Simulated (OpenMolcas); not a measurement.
Ti3+ with 6 ligands (fluoride) in octahedral coordination (Oh). A charge of +0.5 e stands 2.8 Å behind each ligand. Ligand basis ANO-RCC-VDZP.

- Program: OpenMolcas 26.06
- Method: SS-CASPT2, IPEA 0.25 Eh, imaginary shift 0.1 Eh (closed shells correlated: 3s 3p and the ligand valence shells)
- Basis: ANO-RCC-VTZP [6s5p3d2f1g]
- Scalar Hamiltonian: DKH2, point nucleus
- Active space: 1 electron in 5 orbitals (3d)
- State averaging: 2S+1 = 2 even, 5 roots
- Spin-orbit coupling: RASSI with atomic mean-field integrals over the reference wave functions

All ligands move together. At R = 1.9 Å |10Dq| is 19683 cm-1, and at R = 1.98 Å it is 16103 cm-1.

Question: A third run gives 13557 cm-1. What distance was it run at?

Answer: With a power law R^-n the two known points give n = -ln(16103 / 19683) / ln(1.98 / 1.9) = 4.87. Then R = 1.9 × (19683 / 13557)^(1/4.87) = 2.051 Å. The run was at 2.05 Å, so the estimate is off by +0.001 Å.

Roots that are degenerate in the reference are averaged as groups; the widest CASPT2 spread within a group is 11 cm-1 (the 2-fold group of multiplicity 2 near 19700 cm-1 above the lowest state of its run, R = 1.9). Shifts and gaps below about the spread of the groups concerned are not significant. Over all roots computed the reference weight is 0.72 in R = 1.9, 0.72 in R = 1.98, 0.72 in R = 2.05; a low but even weight reflects the number of correlated electrons. An orbital triplet at a regular site is open to Jahn-Teller coupling, which can distort the site and quench the lowest spin-orbit gaps and is left out. Ligand-to-metal charge-transfer states are missing. With one d shell and no ligand orbital active, 10Dq can be off by a tenth or more. Free-ion shares, where given, are those of the reference states; single-state CASPT2 does not remix them (holds for R = 2.05). No measured value stands beside these numbers; the geometry was imposed, not optimised, and the real ion may take another.
